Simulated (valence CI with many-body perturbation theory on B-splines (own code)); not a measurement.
## Level structure of Lu40+

Calculated by relativistic CI+MBPT: three valence electrons over a frozen Dirac-Fock core [Ar] 3d10, a basis of 11 s, 11 p, 9 d, 7 f, 5 g, 2 h, 1 i functions for each j, with the one-electron correlation potential Σ1 (screened to all orders), the two-electron term Σ2, the three-electron term Σ3, Breit, model QED; selected single and double excitations, second order for the rest (own B-spline code, finite nucleus).

The last digits are not significant, and no measured levels were compared; by estimate large intervals hold to a few tenths of a per cent, small ones and those within an open d or f shell to about a per cent.

Levels 1 to 45 of 67, with energies above the lowest level, (4s^2 4p1/2) J=1/2. "Leading %" is the weight of the configuration and term that name the level; weights of strongly mixed levels are sums over their largest components and can fall short. In the jj column 3d3/2^4 stands for four electrons in 3d with j = 3/2.

```csv
No.,Configuration,Term,J,E (eV),Leading %,Leading jj,Second component
1,4s²4p,²P°,1/2,0.00,99,4s^2 4p1/2 (99 %),
2,4s²4p,²P°,3/2,78.66,99,4s^2 4p3/2 (99 %),
3,4s4p²,⁴P,1/2,89.17,60,4s 4p1/2^2 (97 %),27 % 4s4p² ²S
4,4s4p²,⁴P,3/2,155.77,92,4s 4p1/2 4p3/2 (99 %),6 % 4s4p² ²D
5,4s4p²,²D,5/2,163.55,57,4s 4p1/2 4p3/2 (98 %),42 % 4s4p² ⁴P
6,4s4p²,²D,3/2,174.71,65,4s 4p1/2 4p3/2 (94 %),29 % 4s4p² ²P
7,4s4p²,²P,1/2,177.35,71,4s 4p1/2 4p3/2 (96 %),26 % 4s4p² ⁴P
8,4s²4d,²D,3/2,228.29,92,4s^2 4d3/2 (92 %),7 % 4s4p² ²P
9,4s4p²,⁴P,5/2,233.98,43,4s 4p3/2^2 (67 %),33 % 4s²4d ²D
10,4s²4d,²D,5/2,250.62,65,4s^2 4d5/2 (65 %),20 % 4s4p² ²D
11,4s4p²,²S,1/2,256.01,69,4s 4p3/2^2 (98 %),16 % 4s4p² ²P
12,4s4p²,²P,3/2,259.76,62,4s 4p3/2^2 (94 %),28 % 4s4p² ²D
13,4p³,²P°,3/2,264.54,45,4p1/2^2 4p3/2 (94 %),27 % 4p³ ²D°
14,4s4p4d,⁴F°,3/2,298.81,80,4s 4p1/2 4d3/2 (98 %),15 % 4s4p4d ²D°
15,4s4p4d,⁴F°,5/2,304.96,50,4s 4p1/2 4d3/2 (92 %),22 % 4s4p4d ²F°
16,4s4p4d,⁴D°,1/2,317.46,63,4s 4p1/2 4d3/2 (97 %),29 % 4s4p4d ²P°
17,4s4p4d,⁴D°,3/2,318.08,38,4s 4p1/2 4d3/2 (87 %),23 % 4s4p4d ⁴P°
18,4s4p4d,⁴P°,5/2,322.54,34,4s 4p1/2 4d5/2 (93 %),26 % 4s4p4d ⁴D°
19,4s4p4d,⁴F°,7/2,327.33,51,4s 4p1/2 4d5/2 (94 %),26 % 4s4p4d ²F°
20,4p³,⁴S°,3/2,328.79,30,4s 4p1/2 4d5/2 (52 %),26 % 4s4p4d ²D°
21,4s4p4d,²F°,5/2,330.64,23,4s 4p1/2 4d5/2 (75 %),22 % 4p³ ²D°
22,4p³,²D°,5/2,346.01,63,4p1/2 4p3/2^2 (63 %),34 % 4s4p4d ²F°
23,4p³,²D°,3/2,348.37,31,4p1/2 4p3/2^2 (52 %),22 % 4p³ ⁴S°
24,4p³,²P°,1/2,348.63,94,4p1/2 4p3/2^2 (94 %),5 % 4s4p4d ²P°
25,4s4p4d,⁴D°,5/2,385.14,49,4s 4p3/2 4d3/2 (92 %),20 % 4s4p4d ⁴F°
26,4s4p4d,⁴D°,3/2,385.43,42,4s 4p3/2 4d3/2 (98 %),39 % 4s4p4d ⁴P°
27,4s4p4d,⁴P°,1/2,385.49,87,4s 4p3/2 4d3/2 (98 %),12 % 4s4p4d ⁴D°
28,4s4p4d,⁴F°,7/2,387.08,40,4s 4p3/2 4d3/2 (77 %),31 % 4s4p4d ⁴D°
29,4s4p4d,⁴F°,9/2,392.02,100,4s 4p3/2 4d5/2 (100 %),
30,4s²4f,²F°,5/2,392.80,57,4s^2 4f5/2 (57 %),26 % 4s4p4d ²F°
31,4s4p4d,²D°,3/2,397.66,63,4s 4p3/2 4d3/2 (62 %),25 % 4s4p4d ⁴P°
32,4s²4f,²F°,7/2,400.85,62,4s^2 4f7/2 (62 %),24 % 4s4p4d ⁴D°
33,4s4p4d,²D°,5/2,402.97,46,4s 4p3/2 4d5/2 (98 %),38 % 4s4p4d ⁴P°
34,4s4p4d,²D°,3/2,404.08,31,4s 4p3/2 4d5/2 (43 %),21 % 4s4p4d ²P°
35,4p²4d,⁴F,3/2,404.26,38,4p1/2^2 4d3/2 (98 %),28 % 4p²4d ²D
36,4s4p4d,²P°,1/2,406.84,74,4s 4p3/2 4d3/2 (90 %),20 % 4s4p4d ⁴D°
37,4s4p4d,²F°,7/2,409.98,86,4s 4p3/2 4d5/2 (83 %),9 % 4s4p4d ⁴D°
38,4s²4f,²F°,5/2,414.85,34,4s 4p3/2 4d3/2 (54 %),30 % 4s4p4d ²F°
39,4s4p4d,²P°,1/2,420.72,89,4s 4p3/2 4d5/2 (90 %),4 % 4s4p4d ⁴D°
40,4s4p4d,²F°,7/2,423.26,51,4s 4p3/2 4d5/2 (62 %),30 % 4s²4f ²F°
41,4s4p4d,²P°,3/2,424.22,79,4s 4p3/2 4d5/2 (96 %),6 % 4s4p4d ⁴D°
42,4p²4d,²D,5/2,425.88,28,4p1/2^2 4d5/2 (94 %),22 % 4p²4d ⁴D
43,4s4p4d,²D°,5/2,428.57,50,4s 4p3/2 4d5/2 (84 %),36 % 4s4p4d ²F°
44,4p³,²P°,3/2,436.58,36,4p3/2^3 (67 %),22 % 4p³ ²D°
45,4p²4d,²F,5/2,471.19,38,4p1/2 4p3/2 4d3/2 (75 %),35 % 4p²4d ⁴F
```

The ionisation energy to 4s² ¹S0 of the next ion comes out as 1933.9 eV (NIST: 1933 ± 4 eV (theoretical)). All 67 levels together are meant to be complete up to 516.97 eV.
